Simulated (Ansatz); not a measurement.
C2H7SSb can be A, `C[S][SbH][CH3]`, or B, `C[CH](S)[SbH2]`.

Isolated molecules relaxed with PBE0-D4/def2-TZVP in Ansatz; ΔE leaves out vibrations. CCSD(T)/CBS adds triple-zeta CCSD(T) − MP2 to the extrapolated MP2 energy (def2 sets, frozen cores). Functionals use def2-TZVPP. B3LYP here is the variant with VWN-RPA as its local correlation; programs differ in this. def2 core potentials past Kr. For Sb outer-core shells are correlated without core-valence functions, which leaves a few kJ/mol of doubt a bond. Each species was taken in one conformer, which may not be the lowest.

A:

```xyz
11

C     2.1491   -0.9149   -0.0902
S     1.3346    0.7039   -0.1689
Sb   -0.6182    0.2629    1.1897
C    -2.0909    0.4215   -0.3789
H     1.5638   -1.6872   -0.5890
H     2.3511   -1.2108    0.9391
H     3.0994   -0.8066   -0.6146
H    -0.7725    1.9085    1.6334
H    -3.0796    0.5490    0.0656
H    -2.0768   -0.4965   -0.9661
H    -1.8599    1.2702   -1.0200
```

B:

```xyz
11

C     0.848   -0.502   -0.783
C     0.321    0.293    0.396
S     0.547   -0.710    1.895
Sb   -1.782    0.848    0.220
H     0.299   -1.439   -0.903
H     1.908   -0.743   -0.650
H     0.741    0.070   -1.706
H     0.889    1.218    0.507
H     0.063    0.174    2.782
H    -2.214   -0.688   -0.389
H    -1.620    1.481   -1.368
```

(1) Which isomer does CCSD(T)/CBS put lower? Give the gap. (An estimate is asked.)

(2) Give E(B) − E(A) in kcal/mol with MP2/def2-TZVPP, B3LYP-D4, HF/def2-TZVPP, r2SCAN-D4, ωB97M-V, B3LYP, PBE0-D4. (Estimate.)

Largest T1 diagnostic: 0.012.

Answers

(1) Ansatz gave: A, by 22.4 kcal/mol.

(2) Computed: MP2/def2-TZVPP 21.2, B3LYP-D4 23.3, HF/def2-TZVPP 24.2, r2SCAN-D4 23.4, ωB97M-V 22.0, B3LYP 24.5, PBE0-D4 22.8. None reverses the order clearly.

In def2-TZVPP, CCSD(T) changes the Hartree–Fock value by −3.8 kcal/mol (the triples alone add −0.2 kcal/mol) and MP2 by −3.0 kcal/mol. The D4 term adds −1.1 kcal/mol with B3LYP and −0.6 kcal/mol with PBE0; it sums over pairs of atoms, weighted by their polarisabilities, and B3LYP, whose exchange is more repulsive, gets the larger term.
